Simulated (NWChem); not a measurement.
**The standard entropy of SiHCl2O2 (SMILES [O][Si](O)(Cl)Cl) from a frequency calculation**

A doublet with charge 0, relaxed at UHF/3-21G (NWChem 7.3.0):

```xyz
6

O     1.0126   -0.2656   -1.6268
Si    0.3542    0.0037   -0.0689
O     1.4994    0.1379    1.0719
Cl   -0.8111    1.7611   -0.0243
Cl   -0.8984   -1.6980    0.2003
H     2.1968   -0.4426    1.3843
```

Harmonic wavenumbers in cm⁻¹: 149, 192, 236, 264, 289, 323, 482, 566, 652, 935, 1119, 4001.

Masses in u: O 15.999, Si 28.085, Cl 35.45, H 1.008. Take T = 298.15 K, p = 1 bar, R = 8.3145 J/(mol K), kT/hc = 207.22 cm⁻¹, rigid rotor and harmonic oscillator.

Q: Compute the standard molar entropy.

A: 
1. Translation (Sackur–Tetrode): S = R[3/2 ln M + 5/2 ln T − 1.1517] with M = 131.991 gives 169.8 J/(mol K).
2. Rotation: principal moments 176.147, 277.624, 326.474 u Å² give A, B, C = 0.0957, 0.0607, 0.0516 cm⁻¹; the symmetry number is σ = 1; q = (√π/σ)√((kT/hc)³/ABC) = 305385; S = R(ln q + 3/2) = 117.5.
3. Vibration: with u = ν̃/207.22, each mode gives R[u/(eᵘ − 1) − ln(1 − e⁻ᵘ)]; the sum is 54.0, most from 149 cm⁻¹ (11.2), 192 cm⁻¹ (9.2), 236 cm⁻¹ (7.7).
4. Spin and the two mirror images of this shape: R ln 4 = 11.5.
5. Sum: 169.8 + 117.5 + 54.0 + 11.5 = 352.8 J/(mol K).

No measured value is set beside it here. Where a soft mode is a torsion, a harmonic oscillator describes it poorly. One conformer is counted; others would raise S. The set lacks polarisation functions, so shape and wavenumbers are rough.
